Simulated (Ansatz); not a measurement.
# One elementary step

Start structure (AlAsH6SO2, closed shell), relaxed at PBE0-D4/def2-TZVP:

```json
{"atom": "Al1", "x (Å)": "-0.4406", "y (Å)": "0.1574", "z (Å)": "-0.8230"}
{"atom": "S2", "x (Å)": "1.4396", "y (Å)": "0.3396", "z (Å)": "-1.9701"}
{"atom": "O3", "x (Å)": "-1.3886", "y (Å)": "-1.2469", "z (Å)": "-1.0369"}
{"atom": "O4", "x (Å)": "-1.1637", "y (Å)": "1.6266", "z (Å)": "-0.3416"}
{"atom": "H5", "x (Å)": "1.5629", "y (Å)": "0.5101", "z (Å)": "2.1431"}
{"atom": "As6", "x (Å)": "0.6142", "y (Å)": "-0.4807", "z (Å)": "1.5201"}
{"atom": "H7", "x (Å)": "1.4587", "y (Å)": "1.6744", "z (Å)": "-1.8137"}
{"atom": "H8", "x (Å)": "-1.2818", "y (Å)": "-1.8294", "z (Å)": "-1.7862"}
{"atom": "H9", "x (Å)": "-2.1113", "y (Å)": "1.7051", "z (Å)": "-0.2460"}
{"atom": "H10", "x (Å)": "-0.2048", "y (Å)": "-0.7696", "z (Å)": "2.7555"}
{"atom": "H11", "x (Å)": "1.5152", "y (Å)": "-1.6865", "z (Å)": "1.5989"}
```

The step: AlH₃SO₂ ([OH][Al]([OH])[SH]) + AsH₃ → AlAsH₄O₂ ([OH][Al]([OH])[AsH2]) + H₂S (still joined by a long Al–S bond); bonds formed: S2–H5; bonds broken: H5–As6; bonds weakened to dative contacts: Al1–S2. Ansatz 0.2.0; basis: def2-TZVPP and def2-QZVPP; cores frozen in the correlated methods. Filled d shells of the heavier atoms are correlated. The def2 sets are not built for correlating such inner shells, so the correlated values are less sure here. Extrapolation: Hartree–Fock as exp(−7.88 √X), correlation as X^−2.97. Energies below are by CCSD(T) at an estimated basis limit (MP2 extrapolated from triple and quadruple zeta, plus CCSD(T) − MP2 in triple zeta).

Q: What are the electronic barrier and the energy of the step, from the start structure to the end structure? (An estimate is asked for; the value comes from the calculation.)

A: By the calculation: Barrier 1.346 eV; step energy 0.487 eV (uphill); reverse barrier, their difference, 0.859 eV. Barrier and step energy count from the start structure, the reverse barrier from the end structure.

The saddle point: One imaginary mode of 886i cm⁻¹.
| pair | start (Å) | saddle (Å) | end (Å) |
| --- | --- | --- | --- |
| S2–H5 | 4.12 | 1.69 | 1.34 |
| Al1–S2 | 2.21 | 2.38 | 2.56 |
| H5–As6 | 1.51 | 1.80 | 3.66 |

Zero-point energy (harmonic, PBE0-D4): ZPE is 1.655 eV at the start and 1.575 eV at the saddle, so the barrier goes from 1.346 to 1.265 eV.

The T1 diagnostic stays at or below 0.012.

Labels in which every atom is bracketed show which atoms are joined, not bond orders.

For scale, one of the runs: CCSD(T)/def2-TZVPP, 278 basis functions, launched by `ansatz run in.yaml --threads 8 --pin off --events-out ev --progress --plain --max-ram 19148MiB`. Hardware: 8 CPU threads of an Arm Neoverse V2, shared host. Wall time 3.4 min; peak host memory 7.6 GiB.
